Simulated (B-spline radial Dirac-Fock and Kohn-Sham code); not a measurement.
## Auger decay of the 4d5/2 hole in Eu⁺

System: the Eu⁺ ion, [Xe] 4f6 6s2 (not the ground configuration).

The computed values come from an atomic code on a B-spline grid: independent-particle radiative and Coulomb Auger rates from relativistic LDA hole-state orbitals, with Dirac-Fock energies. Kinetic energies are configuration averages from the vacuum level; the two-hole energies are estimated from single-hole states.

```csv
transition,kinetic energy (eV),width (meV),share (%)
N5-O1O1,14.39,16.7,1.0
N5-O1O2,40.39,8.93,0.5
N5-O1O3,44.78,23.4,1.4
N5-N6O1,57.38,24.0,1.4
N5-N7O1,58.05,194,11.2
N5-O2O3,67.69,17.0,1.0
N5-O3O3,71.80,9.65,0.6
N5-N6O2,81.88,14.2,0.8
N5-N7O2,82.45,186,10.7
N5-N6O3,86.41,48.8,2.8
N5-N7O3,87.11,252,14.5
N5-N6N6,97.05,13.7,0.8
N5-N6N7,97.73,515,29.7
N5-N7N7,98.40,371,21.4
N5-N7P1,120.0,29.8,1.7
```

Coster-Kronig rates are the weakest part of this model and often come out 1.5 to 2.5 times too large. The listed channels hold 99 % of the non-radiative rate. Summed by principal shells, of 1.73 eV in all: NNN 51.9 %, NNO 41.5 %, NOO 4.5 %, NNP 1.9 %, NOP 0.3 %.
